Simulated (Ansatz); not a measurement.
`N=[C](F)[Zn][F]` + CH₃OH → `C[O][Zn][F]` + `N=CF`  (ligand exchange at a Zn–C bond)

Gas-phase electronic energies from Ansatz, PBE0-D4/def2-TZVP geometries. CCSD(T)/CBS adds triple-zeta CCSD(T) − MP2 to the extrapolated MP2 energy (def2 sets, frozen cores). This one scheme is used for every species. Functionals use def2-TZVPP. B3LYP here is the variant with VWN-RPA as its local correlation; programs differ in this. HSE06 is defined as in plane-wave codes. For Zn outer-core shells are correlated without core-valence functions, which leaves a few kJ/mol of doubt a bond. Scalar relativity is left out up to krypton. Each species was taken in one conformer, which may not be the lowest.

```
             level  ΔE (kcal/mol)  difference from CCSD(T)/CBS
            PBE-D4           -3.9                          3.6
         revPBE-D4           -3.8                          3.7
           PBE0-D4           -5.1                          2.4
          B3LYP-D4           -6.1                          1.4
        r2SCANh-D4           -6.1                          1.4
        r2SCAN0-D4           -6.5                          1.0
            B2PLYP           -7.2                          0.3
               PBE           -3.9                          3.6
              PBE0           -5.2                          2.3
           r2SCANh           -6.1                          1.4
             HSE06           -5.2                          2.3
       HF/def2-SVP          -12.5                         -5.0
     CCSD/def2-SVP          -10.4                         -2.9
SCS-MP2/def2-TZVPP           -8.5                         -1.0
     HF/def2-QZVPP          -11.2                         -3.7
    CCSD/CBS(def2)           -8.2                         -0.7
       CCSD(T)/CBS           -7.5                            0
```

Largest T1 diagnostic among the species: 0.017.

At CCSD(T), def2-SVP lies −2.1 kcal/mol from the extrapolated value and def2-TZVPP +0.3 kcal/mol. From BLYP to BHLYP (50 % exact exchange), in def2-TZVPP and without D4, ΔE moves by −2.4 kcal/mol. Leaving LDA and LC-ωPBE aside and taking each functional with its dispersion term where it has one, the values, not all of them listed here, spread over 3.8 kcal/mol, from BHLYP-D4 to revPBE-D4.

CCSD(T)/CBS has its own doubt, a few kJ/mol and more with outer-core shells, so smaller differences from it don't rank the levels.
